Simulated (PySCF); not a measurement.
# Electron correlation in C- (carbon, charge -1)

[He] 2s2 2p3, high-spin 4S determinant. Computed with PySCF 2.14 in dyall-av2z (11s7p2d, 42 functions), with the non-relativistic Hamiltonian (point nucleus). Frozen: 1s2; 5 electrons correlated; the 8 highest virtual orbitals of each spin left out.

```json
{"level": "CCSD", "correlation energy (mhartree)": "-104.64"}
{"level": "(T)", "correlation energy (mhartree)": "-3.58"}
{"level": "CCSD(T)", "correlation energy (mhartree)": "-108.22"}
{"level": "CCSDT", "correlation energy (mhartree)": "-108.99"}
```

Diagnostics: T1 = 0.025, D1 = 0.0452, largest double amplitude 0.038.

Cost of the coupled-cluster step: roughly 0.5 core-seconds, for 5 correlated electrons.

Iterations:

```
CC2 = 0
CCSD nocc = (np.int64(4), np.int64(1)), nmo = (33, 33)
frozen orbitals [[0, 34, 35, 36, 37, 38, 39, 40, 41], [0, 34, 35, 36, 37, 38, 39, 40, 41]]
max_cycle = 100
direct = 0
conv_tol = 1e-08
conv_tol_normt = 1e-06
diis_space = 8
diis_start_cycle = 0
Init t2, MP2 energy = -0.0866929417942249
Init E_corr(UCCSD) = -0.086692941851092
cycle = 1  E_corr(UCCSD) = -0.0996566089975737  dE = -0.0129636671  norm(t1,t2) = 0.0528366
cycle = 2  E_corr(UCCSD) = -0.102741669542064  dE = -0.00308506054  norm(t1,t2) = 0.0216738
cycle = 3  E_corr(UCCSD) = -0.104566194091349  dE = -0.00182452455  norm(t1,t2) = 0.0142415
cycle = 4  E_corr(UCCSD) = -0.104741033932666  dE = -0.000174839841  norm(t1,t2) = 0.00474984
cycle = 5  E_corr(UCCSD) = -0.104617686305337  dE = 0.000123347627  norm(t1,t2) = 0.00227624
cycle = 6  E_corr(UCCSD) = -0.104635498502144  dE = -1.78121968e-05  norm(t1,t2) = 0.000350793
cycle = 7  E_corr(UCCSD) = -0.104634863619738  dE = 6.34882406e-07  norm(t1,t2) = 0.00010247
cycle = 8  E_corr(UCCSD) = -0.104636010900864  dE = -1.14728113e-06  norm(t1,t2) = 4.34779e-05
cycle = 9  E_corr(UCCSD) = -0.104635701103588  dE = 3.09797277e-07  norm(t1,t2) = 1.69303e-05
cycle = 10  E_corr(UCCSD) = -0.104635908854721  dE = -2.07751133e-07  norm(t1,t2) = 5.7194e-06
cycle = 11  E_corr(UCCSD) = -0.104635993337603  dE = -8.44828818e-08  norm(t1,t2) = 2.10825e-06
cycle = 12  E_corr(UCCSD) = -0.104636001633905  dE = -8.29630244e-09  norm(t1,t2) = 3.40262e-07
UCCSD converged
E(UCCSD) = -37.81381136754934  E_corr = -0.1046360016339054
UCCSD(T) correction = -0.00358184165334274
```
